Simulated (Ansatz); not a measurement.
Relaxation of C3H3BS (8 atoms, charge 0, multiplicity 1), to a largest force component of 0.02 eV/Å in at most 50 steps.

The calculation used RKS PBE-D4/6-31G* in Ansatz.

```xyz
8
Properties=species:S:1:pos:R:3:forces:R:3
B -0.063 0.150 1.586 -2.63 3.72 -0.75
C 0.441 -0.543 0.316 -1.55 2.26 -0.78
C 0.055 -0.162 -0.893 1.57 -1.91 3.02
C -0.189 0.217 -2.059 -1.29 1.23 -4.17
S -0.703 0.664 -3.551 0.61 -0.46 1.58
H -0.863 1.117 1.458 0.73 -1.06 0.01
H 0.245 -0.152 2.657 0.51 -0.49 1.24
H 0.632 -0.776 1.419 2.06 -3.28 -0.14
```

**Question.** Where does it end, and by what steps?

**Answer.** The forces met the threshold. After 35 steps the energy has fallen by 3.812 eV; H7 moved furthest, 1.70 Å. Parted: B1–H8.

| step | energy less start (eV) | largest force component (eV/Å) | accepted |
| --- | --- | --- | --- |
| 0 | 0.0000 | 4.166 | yes |
| 2 | -1.6080 | 3.223 | yes |
| 4 | -2.7185 | 2.867 | yes |
| 6 | -3.3967 | 0.577 | yes |
| 8 | -3.5034 | 0.359 | yes |
| 10 | -3.5145 | 0.477 | yes |
| 12 | -3.5267 | 0.084 | yes |
| 14 | -3.5491 | 0.638 | yes |
| 16 | -3.5838 | 0.553 | yes |
| 18 | -3.6420 | 0.423 | yes |
| 20 | -3.6933 | 0.801 | yes |
| 22 | -3.7553 | 0.467 | yes |
| 24 | -3.7919 | 0.578 | yes |
| 26 | -3.8063 | 0.153 | yes |
| 28 | -3.8098 | 0.093 | yes |
| 30 | -3.8115 | 0.059 | yes |
| 32 | -3.8119 | 0.037 | no |
| 34 | -3.8121 | 0.031 | yes |
| 35 | -3.8121 | 0.010 | yes |

```xyz
8
Properties=species:S:1:pos:R:3
B 0.038 0.428 1.362
C -0.213 -0.914 0.654
C -0.157 -0.421 -0.592
C -0.052 0.317 -1.642
S 0.059 1.138 -2.991
H -0.892 1.144 1.642
H 1.168 0.790 1.584
H -0.396 -1.965 0.916
```

The run took 45 s on 2 threads of Intel(R) Xeon(R) Platinum 8375C CPU @ 2.90GHz (Ice Lake), with other jobs on the host, peak memory 0.17 GiB.
